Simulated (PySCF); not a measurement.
`B[C+](C)C=C`, [C4H8B]+, charge +1

Molfile (atoms numbered from 1):
```
C4H8B
     RDKit          3D

 13 12  0  0  0  0  0  0  0  0999 V2000
   -1.3057    1.4487    0.2521 B   0  0  0  0  0  0  0  0  0  0  0  0
   -0.3477    0.2934    0.0380 C   0  0  0  0  0  0  0  0  0  0  0  0
   -0.9428   -1.0318   -0.1744 C   0  0  0  0  0  0  0  0  0  0  0  0
    1.0659    0.4872    0.0410 C   0  0  0  0  0  0  0  0  0  0  0  0
    1.9820   -0.4958   -0.0757 C   0  0  0  0  0  0  0  0  0  0  0  0
   -1.6786    1.7153    1.3249 H   0  0  0  0  0  0  0  0  0  0  0  0
   -1.7052    2.0681   -0.6524 H   0  0  0  0  0  0  0  0  0  0  0  0
   -0.6115   -1.7234    0.6055 H   0  0  0  0  0  0  0  0  0  0  0  0
   -0.5942   -1.4623   -1.1166 H   0  0  0  0  0  0  0  0  0  0  0  0
   -2.0297   -0.9979   -0.1747 H   0  0  0  0  0  0  0  0  0  0  0  0
    1.4069    1.5083    0.1548 H   0  0  0  0  0  0  0  0  0  0  0  0
    3.0369   -0.2715   -0.0630 H   0  0  0  0  0  0  0  0  0  0  0  0
    1.7192   -1.5377   -0.1775 H   0  0  0  0  0  0  0  0  0  0  0  0
  1  2  1  0
  2  3  1  0
  2  4  1  0
  4  5  2  0
  1  6  1  0
  1  7  1  0
  3  8  1  0
  3  9  1  0
  3 10  1  0
  4 11  1  0
  5 12  1  0
  5 13  1  0
M  CHG  1   2   1
M  END
```

Method: quadratic response wB97X-D/def2-SVPD first hyperpolarisability, Taylor convention, gas phase (PySCF 2.14.0). Geometry: GFN2-xTB.

Task: Give the tensor of the static β(0;0,0) in the axes of these coordinates.

Result: In au, Taylor convention; rows are the first index (the induced dipole):
|  | xx | yy | zz | xy | xz | yz |
| --- | --- | --- | --- | --- | --- | --- |
| x | +79.1 | -174.6 | -21.0 | +99.9 | +14.1 | -26.7 |
| y | +99.9 | +76.6 | +9.7 | -174.6 | -26.7 | +11.3 |
| z | +14.1 | +11.3 | +4.5 | -26.7 | -21.0 | +9.7 |

Norm of βᵢ = ⅓ Σⱼ (βᵢⱼⱼ + βⱼᵢⱼ + βⱼⱼᵢ): 221.6 au, hyper-Rayleigh value 130.8 au.
